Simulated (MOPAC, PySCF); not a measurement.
CH₂B₂, SMILES `B1=CB1`, neutral singlet in the gas phase. 

Cartesian coordinates (Å):
```xyz
5

B     -0.3113     1.0856     0.5984
C     -0.8131     0.0180    -0.0774
B      0.7751     0.1503     0.1063
H     -1.3609    -0.7605    -0.5820
H      1.7102    -0.4934    -0.2199
```
Charge 0, multiplicity 1.

All levels are single points at this geometry (PBE0-D3(BJ)/def2-TZVP); Pople sets use spherical d functions. Orbital energies aren't observables, and empty levels follow the basis.

PBE0-D3(BJ)/def2-TZVP in PySCF gives gap (eV) = 5.55.

Task: Estimate the gap (eV) from each of these levels: PBE-D3(BJ)/def2-TZVP in PySCF; M06-2X/6-31G* in PySCF; SVWN5/6-31G* in PySCF; HF/STO-3G in PySCF; PM7 in MOPAC.

Result: 
| level | gap (eV) |
|---|---|
| PBE-D3(BJ)/def2-TZVP in PySCF | 3.43 |
| M06-2X/6-31G* in PySCF | 7.66 |
| SVWN5/6-31G* in PySCF | 3.39 |
| HF/STO-3G in PySCF | 13.57 |
| PM7 in MOPAC | 8.62 |
